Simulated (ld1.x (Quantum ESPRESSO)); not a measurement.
**Logarithmic derivatives: F, PAW**

- Element: fluorine (F)
- Generator: ld1.x (Quantum ESPRESSO) 7.5
- Type: PAW
- Functional: PW91
- Relativity: scalar-relativistic
- Frozen core: [He]
- Valence charge: 7
- Reference configuration: 2s2 2p5
- Partial waves: 2s (bound): rcut 0.55, rcutus 0.75 bohr; 2s channel at -0.95 Ry: rcut 0.55, rcutus 0.75 bohr; 2p (bound): rcut 0.95, rcutus 1.15 bohr; 2p channel at 1.7 Ry: rcut 0.95, rcutus 1.15 bohr; 3d channel at -0.2 Ry: rcut 0.70, rcutus 0.90 bohr
- Local potential: all-electron potential smoothed inside 1.05 bohr (lloc = -1)
- Core correction: a·sin(br)/r model core, default radius (ld1.x builds one for every PAW set, though the input has nlcc=.false.)
- Augmentation charge: PSQ, radius 0.60 bohr

The phase is arctan(r·u′/u) with u = r·R(r), unwrapped; energies in Ry, scanned from -4 to 5 Ry. A pole is an energy at which the radial function vanishes at the test radius. The pseudo phase is shifted by a multiple of π to meet the all-electron one at the reference energy, and phase errors are pseudo minus all-electron; the curves can meet again beyond the range given. Levels narrower than the energy grid can be missing from the lists of poles.

Task: For each channel, where are the poles, and over which energies does the pseudopotential scatter like the atom?

Result:

```tsv
channel	radius (bohr)	reference energy (Ry)	poles, all-electron	poles, pseudo	unbroken range about the reference energy with phases within 0.05 rad	phase error 1 Ry above the reference energy (rad)
s	1.25	-2.20	0.85	0.85	the whole range	-0.000
p	1.25	-0.82	1.69	1.69	the whole range	+0.000
d	1.25	-0.20	none	none	the whole range	+0.000
```

Phases in the d channel:

| E (Ry) | all-electron | pseudo |
| --- | --- | --- |
| -4.00 | 1.266 | 1.266 |
| -3.76 | 1.262 | 1.262 |
| -3.52 | 1.256 | 1.256 |
| -3.28 | 1.251 | 1.251 |
| -3.04 | 1.245 | 1.245 |
| -2.80 | 1.239 | 1.239 |
| -2.56 | 1.233 | 1.233 |
| -2.32 | 1.226 | 1.226 |
| -2.08 | 1.219 | 1.219 |
| -1.84 | 1.212 | 1.212 |
| -1.60 | 1.204 | 1.204 |
| -1.36 | 1.196 | 1.196 |
| -1.12 | 1.187 | 1.187 |
| -0.88 | 1.177 | 1.177 |
| -0.64 | 1.167 | 1.167 |
| -0.40 | 1.157 | 1.157 |
| -0.16 | 1.145 | 1.145 |
| 0.08 | 1.133 | 1.133 |
| 0.32 | 1.119 | 1.119 |
| 0.56 | 1.105 | 1.105 |
| 0.80 | 1.089 | 1.089 |
| 1.04 | 1.073 | 1.073 |
| 1.28 | 1.054 | 1.054 |
| 1.52 | 1.034 | 1.034 |
| 1.76 | 1.012 | 1.012 |
| 2.00 | 0.987 | 0.987 |
| 2.24 | 0.960 | 0.960 |
| 2.48 | 0.930 | 0.930 |
| 2.72 | 0.896 | 0.896 |
| 2.96 | 0.858 | 0.858 |
| 3.20 | 0.815 | 0.816 |
| 3.44 | 0.767 | 0.767 |
| 3.68 | 0.712 | 0.712 |
| 3.92 | 0.649 | 0.649 |
| 4.16 | 0.577 | 0.578 |
| 4.40 | 0.494 | 0.496 |
| 4.64 | 0.401 | 0.403 |
| 4.88 | 0.296 | 0.298 |
